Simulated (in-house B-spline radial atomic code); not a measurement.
# Ru5+: [Kr] 4d3 (with a hole in an inner shell)

Method: Dirac-Hartree-Fock, average of configuration, Fermi nucleus of rms radius 4.4809 fm. Calculated with an all-electron radial atomic-structure program (B-spline basis).

Screening seen three ways: the hydrogenic charge with the same mean radius, Z_r = [3n² - l(l+1)]/(2<r>), the one with the same energy, Z_e = n√(-2ε), and Slater's rules. Values are occupation-weighted means over j. An effective charge above Z reflects the relativistic contraction of the inner shells.

| shell | electrons | ε (eV) | <r> (bohr) | Z_r | Z_e | Slater |
| --- | --- | --- | --- | --- | --- | --- |
| 1s | 2 | -22323 | 0.03343 | 44.87 | 40.51 | 43.70 |
| 2s | 2 | -3351.1 | 0.145 | 41.37 | 31.39 | 39.85 |
| 2p | 6 | -3003.8 | 0.1268 | 39.42 | 29.72 | 39.85 |
| 3s | 2 | -683.64 | 0.3997 | 33.77 | 21.27 | 32.75 |
| 3p | 6 | -566.18 | 0.4003 | 31.22 | 19.35 | 32.75 |
| 3d | 10 | -376.42 | 0.3827 | 27.43 | 15.78 | 22.85 |
| 4s | 2 | -161.88 | 1 | 24.00 | 13.80 | 16.25 |
| 4p | 6 | -124.73 | 1.083 | 21.23 | 12.11 | 16.25 |
| 4d | 3 | -75.246 | 1.315 | 15.97 | 9.41 | 7.30 |

The least bound orbital is 4d5/2 at -75.06 eV, and it is also the most diffuse (<r> = 1.318 bohr).

Spin-orbit splittings of the orbital energies (j = l + 1/2 above j = l - 1/2 when positive): 2p 131.7 eV, 3p 23.16 eV, 3d 4.448 eV, 4p 3.848 eV, 4d 0.4703 eV.

For the 1s electron the small component carries 2.58 % of the norm, the zero-frequency Breit interaction raises the level by 44.95 eV, self-energy by 24.78 eV, and vacuum polarisation lowers it by 2.96 eV.
